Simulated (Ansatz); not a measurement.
ClGeH5Sn, SMILES `[Cl][SnH2][GeH3]`, relaxed with RKS PBE0-D4/def2-TZVP in the Gaussian-basis code of Ansatz from a PBE-D4/def2-SVP geometry. The force threshold is 0.005 eV/Å; the program also tests the step.

The species carries charge 0 and has multiplicity 1. Sn: def2 effective core potential.

Start:

```xyz
8

Cl   -2.131   -0.385    1.893
Sn    0.089    0.204    1.234
Ge    0.145   -0.151   -1.362
H     0.304    1.846    1.738
H     1.133   -0.848    2.127
H    -0.169   -1.633   -1.684
H     1.547    0.208   -1.923
H    -0.918    0.759   -2.024
```

(1) By how much does the energy fall, and how many steps does the optimiser take? (Best estimate.)

(2) Which bonds change most? (Estimate.)

(3) Give the relaxed structure. (Estimate.)

## Answers

(1) Computed: 2.96 kJ/mol, in 4 steps.

(2) Ansatz gave: Cl1–Sn2 from 2.389 to 2.345 Å; Sn2–Ge3 from 2.621 to 2.595 Å; Sn2–H4 from 1.731 to 1.706 Å; Sn2–H5 from 1.731 to 1.706 Å.

(3) The calculation gave: 
```xyz
8

Cl   -2.088   -0.374    1.876
Sn    0.088    0.202    1.218
Ge    0.143   -0.150   -1.353
H     0.292    1.818    1.724
H     1.110   -0.837    2.106
H    -0.168   -1.620   -1.665
H     1.533    0.206   -1.901
H    -0.911    0.754   -2.005
```
